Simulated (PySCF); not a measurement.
A side-by-side comparison of computed properties.

First species: C₃H₈N₂OSi.
Z-matrix (Å and degrees, GFN2-xTB geometry), rows numbered from 1:
```
C 
C   1  1.5207
N   2  1.4549  1  112.59
C   3  1.3521  2  108.29  1  -118.40
O   4  1.2100  3  127.74  2   179.78
Si  2  1.9351  1  117.97  3  -101.13
N   6  1.7201  2  112.46  1  -126.68
H   1  1.0868  2  109.87  3   174.85
H   1  1.0878  2  110.24  3    55.15
H   1  1.0899  2  111.16  3   -65.17
H   2  1.0960  1  108.96  3   122.94
H   3  1.0103  2  125.16  1    59.00
H   6  1.4559  2  118.07  1    -1.08
H   7  1.0084  6  119.42  2   -46.92
H   7  1.0067  6  118.74  2   173.95
```

Second species: C5H12Si.
SMILES with atom numbers: `[CH3:1][CH2:2][C@@H:3]1[CH2:4][CH2:5][SiH2:6]1` (hydrogens: H7, H8, H9 on C1; H10, H11 on C2; H12 on C3; H13, H14 on C4; H15, H16 on C5; H17, H18 on Si6)

Cartesian coordinates in Å at the GFN2-xTB level; atoms count from 1:
```xyz
18
C5H12Si angstrom
C      2.402    0.089    0.331
C      1.228   -0.759   -0.149
C      0.014    0.086   -0.512
C     -0.666    0.817    0.668
C     -2.146    0.543    0.332
Si    -1.644   -0.771   -0.961
H      2.123    0.662    1.212
H      3.253   -0.539    0.586
H      2.709    0.786   -0.446
H      1.536   -1.338   -1.024
H      0.954   -1.471    0.634
H      0.320    0.810   -1.273
H     -0.421    1.878    0.732
H     -0.393    0.350    1.613
H     -2.740    0.229    1.187
H     -2.632    1.417   -0.096
H     -2.144   -0.621   -2.327
H     -1.763   -2.161   -0.517
```

Levels: wB97X-D/def2-SVPD for dipole moment, HOMO energy, LUMO energy, HOMO–LUMO gap, static isotropic polarisability and electronic spatial extent ⟨r²⟩ about the centre of nuclear charge; TDDFT wB97X-D/def2-SVPD for lowest singlet excitation; TDA wB97X-D/def2-SVPD for lowest triplet excitation (Tamm–Dancoff); GFN2-xTB for rotational constant A and rotational constant C. Geometries: GFN2-xTB. Each structure is a single optimised conformer of the isolated species, non-relativistic unless stated. Electronic properties by PySCF.

The conformers computed, where there is a choice (atom-mapped SMILES and torsion angles):
- `[CH3:1][C@@H:2]1[NH:3][C:4](=[O:5])[Si@H:6]1[NH2:7]`: H–N7–Si6–C4 35°, H–N7–Si6–C4 -104°
- `[CH3:1][CH2:2][C@@H:3]1[CH2:4][CH2:5][SiH2:6]1`: C1–C2–C3–C4 -67°

(1) Which has the higher rotational constant A?

(2) Which has the higher ⟨r²⟩?

(3) Which of the two has the higher dipole moment, and by how much?

(4) Which of the two has the higher HOMO–LUMO gap, and by how much?

(5) Which has the higher static isotropic polarisability?

(6) Which has the higher LUMO energy?

(7) Which has the higher T1 energy?

(8) Which has the higher HOMO energy?

Answers

(1) The second: 5.372 GHz against 2.319 GHz, a difference of 3.053 GHz.

(2) The first: 951 bohr² against 896 bohr², a difference of 55 bohr².

(3) The first: 3.84 D against 0.20 D, a difference of 3.64 D.

(4) The second: 11.22 eV against 9.69 eV, a difference of 1.53 eV.

(5) The second: 84.6 au against 78.7 au, a difference of 5.9 au.

(6) The second: 1.93 eV against 1.37 eV, a difference of 0.56 eV.

(7) The second: 6.20 eV against 4.00 eV, a difference of 2.20 eV.

(8) The first: -8.32 eV against -9.29 eV, a difference of 0.97 eV.

On the first: No computed singlet falls in the visible range (750 to 380 nm, 1.65 to 3.26 eV); S1 lies 1.29 eV above its blue end. The 8 singlets span 4.55 to 7.55 eV, and their oscillator strengths add up to 0.18.

On the second: S1 lies 4.34 eV below the HOMO–LUMO gap; its leading configuration is HOMO→LUMO, weight 0.74. The 8 singlets span 6.88 to 8.39 eV, and their oscillator strengths add up to 0.26.
